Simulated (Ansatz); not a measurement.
Species: C2HNO, SMILES `N#CC=O` (charge 0, multiplicity 1).

Q: Give a relaxed geometry from CAM-B3LYP-D3(BJ)/def2-TZVP (Ansatz, a program for electronic structure).

A: the end point of this relaxation (outside a Z-matrix the atoms follow the SMILES, hydrogens last).
Cartesian coordinates (Å) in one orientation:
```xyz
5

N      1.975     0.002     0.487
C      0.852     0.023     0.266
C     -0.586    -0.004    -0.031
O     -1.272     0.968     0.053
H     -0.969    -0.990    -0.333
```
